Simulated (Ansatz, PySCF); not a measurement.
Reaction (SMILES): C[Si](C)(C)F [fluoro(trimethyl)silane] + 3 [SiH4] (SiH4) → 3 C[SiH3] + F[SiH3]
Geometries: B3LYP-D3(BJ)/def2-TZVP minima from Ansatz (a program for electronic structure). Frequencies are from Ansatz or PySCF.
Geometry of the first species:
SMILES: C[Si](F)(C)C
```xyz
14

C      1.5018    -0.8629    -0.6679
Si     0.0038     0.0021     0.0286
C     -1.5516    -0.9875    -0.2520
C     -0.1576     1.7365    -0.6370
F      0.2171     0.1192     1.6297
H      1.4167    -0.9726    -1.7519
H      2.4141    -0.3003    -0.4592
H      1.6157    -1.8605    -0.2387
H     -2.4170    -0.4974     0.1988
H     -1.4666    -1.9863     0.1811
H     -1.7506    -1.1018    -1.3205
H     -1.0099     2.2524    -0.1898
H     -0.3046     1.7238    -1.7199
H      0.7390     2.3237    -0.4280
```
Charge 0, spin multiplicity 1.

Quantity: bond separation energy (enthalpy at 298 K, with B3LYP-D3(BJ) rigid-rotor harmonic-oscillator terms), in eV. Cores are frozen in the correlated levels unless marked. No spin-orbit coupling. Non-relativistic unless marked X2C. Basis-set limits of correlation are two-point, X^-3; Hartree-Fock from the larger set. The bracket is a focal-point correction in the basis named.

```tsv
level	program	bond separation energy (eV)
BLYP-D3(BJ)/def2-TZVPD	Ansatz + dftd3	0.38
B3LYP-D4/def2-TZVPD	Ansatz + dftd4	0.40
PBE0-D3(BJ)/def2-TZVPD	Ansatz + dftd3	0.38
PBE0/def2-TZVP	Ansatz	0.35
PBE0/def2-TZVPD	Ansatz	0.35
BHLYP-D3(BJ)/def2-TZVPD	Ansatz + dftd3	0.38
r2SCAN0-D4/def2-TZVPD	Ansatz + dftd4	0.41
r2SCAN0/def2-TZVPD	Ansatz	0.39
HSE06-D4/def2-TZVPD	Ansatz + dftd4	0.39
LC-wPBE-D3(BJ)/def2-TZVPD	Ansatz + dftd3	0.40
LC-wPBE-D4/def2-TZVPD	Ansatz + dftd4	0.42
wB97M-V/def2-TZVPD	Ansatz	0.41
wB97X/def2-TZVPD	Ansatz	…
SCS-MP2/STO-3G	Ansatz	0.33
CCSD/aug-cc-pV(T+d)Z	Ansatz	0.38
CCSD/cc-pV(T+d)Z	Ansatz	0.38
CCSD/cc-pVTZ	Ansatz	0.39
X2C-CCSD(T)/cc-pVTZ-DK	Ansatz	0.40
RI-MP2/CBS(cc-pV(T+d)Z,cc-pV(Q+d)Z)+[CCSD(T)-MP2]/cc-pV(T+d)Z	Ansatz	0.38
```

Question: Some entries are withheld; supply them.

Answer: 
- wB97X/def2-TZVPD, bond separation energy (eV): 0.36
